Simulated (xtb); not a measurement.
In(Cl)(vinyl)2 (C₄H₆ClIn), SMILES C=[CH][In]([Cl])[CH]=C. All values are semi-empirical tight-binding results from xtb (GFN2-xTB unless named), good for trends rather than for accurate numbers. The structure is a stationary point at GFN2-xTB. One conformer was computed; it need not be the lowest.

Optimised geometry:

Bonded distances (Å): In1–Cl2 2.324, In1–C3 2.237, In1–C8 2.237, C3–C4 1.320, C3–H5 1.087, C4–H6 1.085, C4–H7 1.081, C8–C9 1.319, C8–H10 1.083, C9–H11 1.085, C9–H12 1.084. Bond angles (°): Cl2–In1–C3 113.8, Cl2–In1–C8 114.7, C3–In1–C8 131.5, In1–C3–C4 123.7, In1–C3–H5 115.4, C4–C3–H5 120.9, C3–C4–H6 122.1, C3–C4–H7 122.4, H6–C4–H7 115.5, In1–C8–C9 119.2, In1–C8–H10 119.5, C9–C8–H10 121.3, C8–C9–H11 122.7, C8–C9–H12 121.5, H11–C9–H12 115.8.

For metal compounds this method's bond lengths and energies can be far off.

Computed properties:
```yaml
orbital_gap: 3.21 eV
zero_point_energy: 49.7 kcal/mol
G − E(el) at 298.15 K (modified RRHO): 26.4 kcal/mol
```

Computed atomic charges and the Wiberg bond orders between heavy atoms:
charges (e) In1 0.17, Cl2 -0.26, C3 -0.08, C4 -0.07, H5 0.08, H6 0.05, H7 0.06, C8 -0.08, C9 -0.06, H10 0.06, H11 0.05, H12 0.08. Bond orders In1–Cl2 1.02, In1–C3 0.72, C3–C4 1.98, In1–C8 0.71, C8–C9 1.98.
